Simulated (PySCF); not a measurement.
Computed properties of CH₃NO₂Si, SMILES N#CO[SiH2]O

CH3NO2Si, SMILES O(C#N)[SiH2]O. Coordinates come from a r2SCAN-D4/def2-SVP optimisation. The structure was generated by enumeration, and PubChem lists no compound with its InChIKey, so it may never have been made. Other conformers were not sampled. All values are computed for the isolated molecule unless a solvent is named; none is compared with measurement here.

**Structure.** All 18 harmonic modes at r2SCAN-D4/def2-SVP (PySCF) are real, so it is a minimum. With heavy atoms numbered as in [N:1]#[C:2][O:3][SiH2:4][OH:5], the shortest bond between them is N1–C2 at 1.169 Å and the longest O3–Si4 at 1.728 Å.

**Vibrations.** The strongest infrared lines (harmonic, unscaled, degenerate partners summed) lie at 2376 cm⁻¹ (221 km/mol, C 65 %, N 31 %), 1198 cm⁻¹ (193 km/mol, O 63 %, N 30 %), 816 cm⁻¹ (172 km/mol, H 67 %, O 24 %, Si 9 %). The softest mode is at 43 cm⁻¹ and the zero-point energy is 28.0 kcal/mol.

**Electronic structure.** B3LYP/def2-TZVP (PySCF) places the frontier levels at -8.46 and -0.64 eV, a gap of 7.82 eV, and gives a dipole moment of 4.07 D and a mean polarisability of 45.5 bohr³. PBE/def2-TZVP (PySCF) at the same geometry gives -7.28 and -1.24 eV, so its gap is 1.78 eV narrower. An orbital gap is neither the optical nor the fundamental gap.

**Excitations.** TDA-ωB97X/def2-SVPD (PySCF) has S1 at 7.50 eV (165 nm, f = 0.009, weak); the most intense of the 10 singlets computed lies at 8.78 eV (f = 0.08). T1 (TDA) is at 6.59 eV, 0.91 eV under S1. TDA-PBE/def2-SVPD (PySCF) puts S1 at 6.03 eV. No vertical singlet excitation falls in the visible range (under 3.1 eV).

**NMR.** GIAO shifts at HF/pcSseg-1 (PySCF) (non-relativistic, atoms alike by connectivity averaged): ¹³C at 123.8 ppm against TMS; ¹H from 3.6 to 4.6 ppm against TMS; ²⁹Si at -27.7 ppm against TMS.

**Solvation.** SMD-M06-2X/def2-SVP (PySCF) gives -5.3 kcal/mol in water, -2.0 kcal/mol in n-hexane, -6.3 kcal/mol in acetone (1 M in both phases, gas-phase geometry); of these solvents acetone holds the molecule best.
